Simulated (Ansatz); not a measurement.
**Worked example: vertical ionisation energy of Al2Si2H6 (SMILES [SiH3][Al]1[AlH][SiH2]1)**

Al2Si2H6: 10 atoms, total charge 0, spin state singlet. SMILES: `[SiH3][Al]1[AlH][SiH2]1`. The shape is that of a PBE0-D4/def2-TZVP optimisation.

```xyz
10

Si   -1.4265    1.2646   -1.4121
Al   -0.1401   -0.4298   -0.1770
Al    0.5420   -2.3760    1.1989
Si    1.8755   -0.4493    1.1955
H    -1.9586    0.6872   -2.6792
H    -2.5897    1.7423   -0.6115
H    -0.5898    2.4467   -1.7615
H     0.7983   -3.9337    1.3365
H     0.6199    0.5098    1.2572
H     2.9522    0.4871    1.6564
```

Both states at this one shape; open shells run unrestricted unless said. 1 Eh = 27.2114 eV.

```
        level  program  singlet Al2Si2H6 (Eh)  doublet [Al2Si2H6]+ (Eh)  HOMO of the first (eV)
BLYP/def2-SVP   Ansatz           -1067.027672              -1066.748854                   -5.16
 PBE/def2-SVP   Ansatz           -1066.472386              -1066.185897                   -5.40
PBE0/def2-SVP   Ansatz           -1066.580715              -1066.292361                   -6.22
```

Question: Work out the vertical ionisation energy at each level.

Answer: 
1. BLYP/def2-SVP: -1066.748854 − (-1067.027672) = 0.278818 Eh = 7.59 eV; −ε(HOMO) = 5.16 eV.
2. PBE/def2-SVP: -1066.185897 − (-1066.472386) = 0.286489 Eh = 7.80 eV; −ε(HOMO) = 5.40 eV.
3. PBE0/def2-SVP: -1066.292361 − (-1066.580715) = 0.288354 Eh = 7.85 eV; −ε(HOMO) = 6.22 eV.

No measured value is set beside it here; the levels span 7.59 to 7.85 eV. In semi-local functionals −ε(HOMO) lies far under the ionisation energy, a result of self-interaction.
